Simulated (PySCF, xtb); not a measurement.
BBr₂, SMILES Br[B]Br (connectivity only; charge and spin as stated), charge +1, multiplicity 1.

The structure is a stationary point at B3LYP-D3(BJ)/def2-TZVP. The multiplicity is an assumed one; other spin states were not compared. The isomer is the one that the SMILES or the coordinates give; other isomers of the formula were not compared.

Level of theory: C-PCM-ωB97X/def2-SVP in PySCF 2.14.0.

The values are the electrostatic part of the solvation free energy, E(continuum) − E(gas) at the gas-phase geometry, in a cavity of scaled van der Waals radii (PySCF's table); cavitation and dispersion terms are not included. In vacuum the orbital gap is 11.89 eV.

| solvent | ε | ΔG(elec) (kcal/mol) | gap (eV) |
|---|---|---|---|
| water | 78.36 | (withheld) | (withheld) |
| 1-octanol | 9.86 | -52.0 | 11.93 |
| benzene | 2.27 | -32.4 | 11.91 |

Question: Fill in the missing entries. (Estimate from the structure and the level; the computed values follow.)

Answer: 
- water, ΔG(elec) (kcal/mol): -57.2
- water, gap (eV): 11.93

For comparison, GFN2-xTB/ALPB(water) (xtb, at the GFN2-xTB geometry, all terms of that model) gives -43.7 kcal/mol.
